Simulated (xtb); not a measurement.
p-cresol (C7H8O), singlet, geometry from GFN2-xTB; xtb 6.7.1 with GFN2-xTB.

xtb was given this input:
```
$ xtb mol.xyz --gfn 2 --chrg 0 --uhf 0 --json

# file mol.xyz
16

C     -2.83485466     0.11645217     0.39917449
C     -1.35119902     0.04253937     0.19543320
C     -0.48079655     0.69822704     1.05464705
C      0.88746555     0.65034956     0.85778854
C      1.41233797    -0.06087735    -0.21302987
O      2.75310773    -0.13806513    -0.44684273
C      0.54999479    -0.72197732    -1.08106165
C     -0.81332749    -0.66596930    -0.87292005
H     -3.32025483    -0.78818912     0.04028342
H     -3.07584159     0.25269851     1.45093519
H     -3.24713136     0.96147983    -0.15374877
H     -0.87489984     1.25504510     1.89283045
H      1.55226643     1.16616706     1.53910024
H      3.22889816     0.36194627     0.22698678
H      0.96800090    -1.27300046    -1.90846528
H     -1.47362327    -1.18409113    -1.55337055
```

Question: Predict the main parts of the log of this xtb run.

Answer: 
```
   ID    Z sym.   atoms
    1    6 C      1-5, 7, 8
    2    8 O      6
    3    1 H      9-16

           -------------------------------------------------
          |                Calculation Setup                |
           -------------------------------------------------

           -------------------------------------------------
          |                 G F N 2 - x T B                 |
           -------------------------------------------------

          ...................................................
          :                      SETUP                      :
          :.................................................:
          :  # basis functions                  40          :
          :  # atomic orbitals                  40          :
          :  # shells                           24          :
          :  # electrons                        42          :
          :  max. iterations                   250          :
          :  Hamiltonian                  GFN2-xTB          :
          :  restarted?                      false          :
          :  GBSA solvation                  false          :
          :  PC potential                    false          :
          :  electronic temp.          300.0000000     K    :
          :  accuracy                    1.0000000          :
          :  -> integral cutoff          0.2500000E+02      :
          :  -> integral neglect         0.1000000E-07      :
          :  -> SCF convergence          0.1000000E-05 Eh   :
          :  -> wf. convergence          0.1000000E-03 e    :
          :  Broyden damping             0.4000000          :
          :  net charge                          0          :
          :  unpaired electrons                  0          :
          ...................................................

 iter      E             dE          RMSdq      gap      omega  full diag
   1    -23.4793366 -0.234793E+02  0.372E+00    4.06       0.0  T
   2    -23.4944501 -0.151135E-01  0.221E+00    4.23       1.0  T
   3    -23.4922403  0.220981E-02  0.801E-01    4.07       1.0  T
   4    -23.4965970 -0.435675E-02  0.240E-01    4.21       1.0  T
   5    -23.4968369 -0.239903E-03  0.746E-02    4.22       1.0  T
   6    -23.4968628 -0.258487E-04  0.398E-02    4.20       1.0  T
   7    -23.4968680 -0.516609E-05  0.108E-02    4.20       2.3  T
   8    -23.4968681 -0.172796E-06  0.269E-03    4.20       9.3  T
   9    -23.4968681 -0.115580E-07  0.112E-03    4.20      22.3  T
  10    -23.4968681 -0.726896E-09  0.431E-04    4.20      58.0  T
  11    -23.4968681 -0.238546E-08  0.148E-04    4.20     169.2  T

   *** convergence criteria satisfied after 11 iterations ***

         :::::::::::::::::::::::::::::::::::::::::::::::::::::
         ::                     SUMMARY                     ::
         :::::::::::::::::::::::::::::::::::::::::::::::::::::
         :: total energy             -23.124364062823 Eh    ::
         :: gradient norm              0.000093151927 Eh/a0 ::
         :: HOMO-LUMO gap              4.200489178312 eV    ::
         ::.................................................::
         :: SCC energy               -23.496856397742 Eh    ::
         :: -> isotropic ES            0.022330715346 Eh    ::
         :: -> anisotropic ES          0.004308297816 Eh    ::
         :: -> anisotropic XC          0.009763637863 Eh    ::
         :: -> dispersion             -0.011648966122 Eh    ::
         :: repulsion energy           0.372492334919 Eh    ::
         :: add. restraining           0.000000000000 Eh    ::
         :: total charge              -0.000000000000 e     ::
         :::::::::::::::::::::::::::::::::::::::::::::::::::::

           -------------------------------------------------
          |                Property Printout                |
           -------------------------------------------------

    * Orbital Energies and Occupations

         #    Occupation            Energy/Eh            Energy/eV
      -------------------------------------------------------------
         1        2.0000           -0.7059250             -19.2092
       ...           ...                  ...                  ...
         9        2.0000           -0.5314951             -14.4627
        10        2.0000           -0.5182604             -14.1026
        11        2.0000           -0.5039737             -13.7138
        12        2.0000           -0.4892519             -13.3132
        13        2.0000           -0.4881447             -13.2831
        14        2.0000           -0.4797603             -13.0549
        15        2.0000           -0.4754679             -12.9381
        16        2.0000           -0.4535813             -12.3426
        17        2.0000           -0.4449995             -12.1091
        18        2.0000           -0.4348588             -11.8331
        19        2.0000           -0.4176137             -11.3638
        20        2.0000           -0.4011694             -10.9164
        21        2.0000           -0.3738710             -10.1735 (HOMO)
        22                         -0.2195059              -5.9731 (LUMO)
        23                         -0.2076387              -5.6501
        24                         -0.0852911              -2.3209
        25                          0.0704083               1.9159
        26                          0.1076373               2.9290
        27                          0.1361255               3.7042
        28                          0.1561673               4.2495
        29                          0.1687122               4.5909
        30                          0.1827690               4.9734
        31                          0.2007723               5.4633
        32                          0.2148435               5.8462
       ...                                ...                  ...
        40                          0.6656486              18.1132
      -------------------------------------------------------------
                  HL-Gap            0.1543651 Eh            4.2005 eV
             Fermi-level           -0.2966884 Eh           -8.0733 eV

     #   Z          covCN         q      C6AA      α(0)
     1   6 C        3.757    -0.109    22.628     6.782
     2   6 C        2.965     0.007    27.865     8.659
     3   6 C        2.926    -0.041    29.007     8.832
     4   6 C        2.917    -0.072    29.783     8.949
     5   6 C        2.847     0.141    24.926     8.182
     6   8 O        1.659    -0.397    20.781     6.154
     7   6 C        2.918    -0.055    29.364     8.886
     8   6 C        2.926    -0.040    28.995     8.831
     9   1 H        0.925     0.042     2.417     2.431
    10   1 H        0.925     0.042     2.427     2.436
    11   1 H        0.924     0.046     2.373     2.409
    12   1 H        0.926     0.032     2.562     2.503
    13   1 H        0.925     0.023     2.682     2.561
    14   1 H        0.805     0.297     0.731     1.343
    15   1 H        0.926     0.048     2.349     2.397
    16   1 H        0.926     0.035     2.514     2.480

 Mol. C6AA /au·bohr⁶  :       2809.840939
 Mol. C8AA /au·bohr⁸  :      66849.052400
 Mol. α(0) /au        :         83.835236

Wiberg/Mayer (AO) data.
largest (>0.10) Wiberg bond orders for each atom

 ---------------------------------------------------------------------------
     #   Z sym  total        # sym  WBO       # sym  WBO       # sym  WBO
 ---------------------------------------------------------------------------
     1   6 C    3.996 --     2 C    1.024    10 H    0.983     9 H    0.982
                            11 H    0.969
     2   6 C    3.989 --     3 C    1.414     8 C    1.401     1 C    1.024
     3   6 C    3.992 --     4 C    1.445     2 C    1.414    12 H    0.970
                             7 C    0.108
     4   6 C    3.987 --     3 C    1.445     5 C    1.378    13 H    0.967
                             8 C    0.105
     5   6 C    3.937 --     4 C    1.378     7 C    1.363     6 O    1.065
     6   8 O    2.111 --     5 C    1.065    14 H    0.891
     7   6 C    3.989 --     8 C    1.462     5 C    1.363    15 H    0.968
                             3 C    0.108
     8   6 C    3.992 --     7 C    1.462     2 C    1.401    16 H    0.969
                             4 C    0.105
     9   1 H    0.998 --     1 C    0.982
    10   1 H    0.998 --     1 C    0.983
    11   1 H    0.997 --     1 C    0.969
    12   1 H    0.999 --     3 C    0.970
    13   1 H    0.999 --     4 C    0.967
    14   1 H    0.912 --     6 O    0.891
    15   1 H    0.997 --     7 C    0.968
    16   1 H    0.999 --     8 C    0.969
 ---------------------------------------------------------------------------

Topologies differ in total number of bonds
Writing topology from bond orders to xtbtopo.mol

molecular dipole:
                 x           y           z       tot (Debye)
 q only:       -0.176       0.224       0.318
   full:       -0.124       0.363       0.496       1.594
molecular quadrupole (traceless):
                xx          xy          yy          xz          yz          zz
 q only:        2.547       2.352      -1.369       3.114       0.888      -1.178
  q+dip:        3.140       3.673      -2.505       4.812       3.511      -0.635
   full:        2.676       3.534      -1.650       4.837       1.813      -1.026

           -------------------------------------------------
          | TOTAL ENERGY              -23.124364062823 Eh   |
          | GRADIENT NORM               0.000093151927 Eh/α |
          | HOMO-LUMO GAP               4.200489178312 eV   |
           -------------------------------------------------

normal termination of xtb
```
